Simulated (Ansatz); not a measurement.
Start from `[Cl][GaH2]` and change one element to get `[GaH2][I]`.

Ansatz, PBE0-D4/def2-TZVP geometries, multiplicity 1. 

Elements past krypton have def2 core potentials. Scalar relativity is left out up to krypton.

```
                               property  `[Cl][GaH2]`
HOMO–LUMO gap (ωB97M-V/def2-TZVPP) / eV         10.56
  LUMO energy (ωB97M-V/def2-TZVPP) / eV         -0.10
      HOMO energy (PBE/def2-TZVPP) / eV         -7.13
    HOMO energy (B3LYP/def2-TZVPP) / eV         -8.21
    LUMO energy (B3LYP/def2-TZVPP) / eV         -2.11
    HOMO–LUMO gap (PBE/def2-TZVPP) / eV          4.50
```

Question: Give the same properties after the change, and the shifts. (Best estimate.)

Answer: Ansatz gave: 
| property | `[GaH2][I]` | shift |
| --- | --- | --- |
| HOMO–LUMO gap (ωB97M-V/def2-TZVPP) / eV | 9.28 | -1.28 |
| LUMO energy (ωB97M-V/def2-TZVPP) / eV | -0.30 | -0.20 |
| HOMO energy (PBE/def2-TZVPP) / eV | -6.37 | 0.76 |
| HOMO energy (B3LYP/def2-TZVPP) / eV | -7.24 | 0.97 |
| LUMO energy (B3LYP/def2-TZVPP) / eV | -2.26 | -0.15 |
| HOMO–LUMO gap (PBE/def2-TZVPP) / eV | 3.60 | -0.90 |

With PBE0 the HOMO rises by 0.97 eV and the LUMO falls by 0.18 eV, so the gap narrows by about 1.15 eV. PBE moves the HOMO by 0.76 eV and ωB97M-V by 1.08 eV.

B3LYP here is the variant with VWN-RPA as its local correlation; programs differ in this.

Spin–orbit coupling is left out; it splits and shifts lone-pair levels of the heavy atoms by tenths of an eV.
